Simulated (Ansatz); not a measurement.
Frontier orbitals of `[OH][Mo]([OH])([OH])([OH])([F])[F]`.

Total charge 0; spin multiplicity 1. Correlated methods include outer-core shells of Mo, which these sets cover unevenly. Mo takes the def2 core potential. Geometry: relaxed with PBE0-D4/def2-TZVP. It is one conformer, not always the lowest. Basis def2-TZVPP, Ansatz 0.2.0.

```json
{"functional": "PBE", "HOMO (eV)": "-7.70", "LUMO (eV)": "-4.06", "gap (eV)": "3.64"}
{"functional": "BLYP", "HOMO (eV)": "-7.63", "LUMO (eV)": "-4.01", "gap (eV)": "3.62"}
{"functional": "PBE0", "HOMO (eV)": "-9.47", "LUMO (eV)": "-3.53", "gap (eV)": "5.94"}
{"functional": "HSE06 (plane-wave form)", "HOMO (eV)": "-9.06", "LUMO (eV)": "-3.91", "gap (eV)": "5.15"}
{"functional": "BHLYP", "HOMO (eV)": "-11.18", "LUMO (eV)": "-2.87", "gap (eV)": "8.31"}
{"functional": "CAM-B3LYP", "HOMO (eV)": "-10.97", "LUMO (eV)": "-2.53", "gap (eV)": "8.44"}
{"functional": "ωB97X-V", "HOMO (eV)": "-11.94", "LUMO (eV)": "-1.43", "gap (eV)": "10.51"}
{"functional": "ωB97M-V", "HOMO (eV)": "-11.88", "LUMO (eV)": "-1.45", "gap (eV)": "10.43"}
```

A quarter of exact exchange (PBE0) shifts PBE's HOMO by −1.77 eV and its LUMO by +0.53 eV; full exchange at long range (ωB97M-V) shifts them by −4.19 and +2.61 eV. The gap opens from 3.64 to 10.43 eV, since occupied levels lose self-interaction and empty ones feel all the electrons.
